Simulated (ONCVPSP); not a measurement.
## What one change does to a pseudopotential (oxygen (O), ONCV)

oxygen (O), optimised norm-conserving Vanderbilt (ONCV), made with ONCVPSP 4.0.1 (PBEsol, scalar-relativistic). Core [He], reference 2s2 2p4. Waves: 2s: rc 0.90 bohr, ncon 4, nbas 9, qcut 6.6 1/bohr, 1 projector; 2p: rc 1.35 bohr, ncon 5, nbas 10, qcut 10.4 1/bohr, 2 projectors, debl 0.8 Ha. Local part: polynomial inside 0.60 bohr (lpopt 5, dvloc0 0 Ha). Core correction: Teter function, fcfact 3.5, rcfact 1.2.

Change: p: rc 0.96.

Cutoffs: the cutoffs (Ha) at which the residual kinetic energy of the hardest occupied pseudo-wave falls to 1 and 0.1 mHa per electron; they do not see the model core or the augmentation charge, which bear on the density cutoff. Errors are all-electron minus pseudo energies relative to the spin-unpolarised reference configuration.

Problem. Predict the effect on cutoff, ghosts and configuration errors.

Solution. The potential gets neither clearly harder nor softer (144 Ha and 285 Ha → 144 Ha and 285 Ha); the s channel sets the loose cutoff, while the largest relative change is in p, which becomes harder; of the 4 tests that both files solve, the error grows in 0 and shrinks in 4 by more than 15 % and 0.3 meV (median size 65.1 → 32.4 meV); neither file shows a bound ghost. Less of the atom is replaced, so other configurations are described better.

| quantity | base | changed |
| --- | --- | --- |
| cutoff, loose | 144 Ha | 144 Ha |
| cutoff, tight | 285 Ha | 285 Ha |
| loose cutoff by channel | s 144 Ha, p 38 Ha | s 144 Ha, p 51 Ha |
| bound ghosts | none | none |
| GHOST(+) flags under 300 eV | none | none |
| error for 2s2 2p3, meV [ΔE 16.36 eV] | +13 | +6.0 |
| error for 2s2 2p2, meV [ΔE 49.84 eV] | +117 | +59 |
| error for 2s2 2p1, meV [ΔE 103.54 eV] | +490 | +263 |
| error for 2s2 2p3.5, meV [ΔE 6.25 eV] | +1.8 | +0.6 |
| s: phases at 0.91 bohr within 0.05 rad from the reference energy up to (Ha; the scan ends near 5) | 4.8 | 4.8 |
| rms error of d²Exc/dni dnj with the model core, mHa | 1.57 | 1.51 |
